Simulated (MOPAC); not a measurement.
MOPAC input (AM1):

```
AM1 1SCF GEO-OK AUX(PRECISION=9) THREADS=1
BrGa

Ga   -0.00000000 1   -0.00000000 1   -1.27263600 1
Br    0.00000000 1    0.00000000 1    1.12719200 1
```

From the output:

```
                                                       MOPAC v23.2.5 Linux

          FINAL HEAT OF FORMATION =        -26.57987 KCAL/MOL =    -111.21019 KJ/MOL

          COSMO AREA              =         91.39 SQUARE ANGSTROMS
          COSMO VOLUME            =         75.98 CUBIC ANGSTROMS

          IONIZATION POTENTIAL    =         10.676500 EV
          HOMO LUMO ENERGIES (EV) =        -10.676 -2.398
          NO. OF FILLED LEVELS    =          5
          MOLECULAR WEIGHT        =        149.6390         POINT GROUP:  C*v

          MOLECULAR DIMENSIONS (Angstroms)

            Atom       Atom       Distance
           Br     2   Ga     1     2.39983
           Br     2   Ga     1     0.00000
           Ga     1   Br     2     0.00000

          SCF CALCULATIONS        =          1

   ATOM   CHEMICAL          X               Y               Z
  NUMBER   SYMBOL      (ANGSTROMS)     (ANGSTROMS)     (ANGSTROMS)

     1      Ga         -0.00000000  *  -0.00000000  *  -1.27263600  *
     2      Br          0.00000000  *   0.00000000  *   1.12719200  *

                             CARTESIAN COORDINATES

   1   Ga       -0.000000000    -0.000000000    -1.272636000
   2   Br        0.000000000     0.000000000     1.127192000

           Empirical Formula: Ga Br  =     2 atoms

      MOLECULAR POINT GROUP   :   C*v

                  EIGENVALUES
 -31.03251 -13.84016 -12.72018 -11.64443 -10.67650  -2.39830  -1.97014   0.94245

              NET ATOMIC CHARGES AND DIPOLE CONTRIBUTIONS

  ATOM NO.   TYPE          CHARGE      No. of ELECS.   s-Pop       p-Pop
    1         Ga           0.131895        2.8681     0.01903     2.84907
    2         Br          -0.131895        7.1319     1.95504     5.17685
 DIPOLE           X         Y         Z       TOTAL
 POINT-CHG.     0.000     0.000    -1.520     1.520
 HYBRID        -0.000    -0.000    -0.859     0.859
 SUM           -0.000    -0.000    -2.379     2.379

          ATOMIC ORBITAL ELECTRON POPULATIONS

     Atom    s        px        py        pz
    1 Ga   0.01903   2.00000   0.20632   0.64275
    2 Br   1.95504   2.00000   1.79368   1.38318

 **********************
 *                    *
 * JOB ENDED NORMALLY *
 *                    *
 **********************

 == MOPAC DONE ==
```

The geometry given is a B3LYP-D3(BJ)/def2-TZVP minimum.
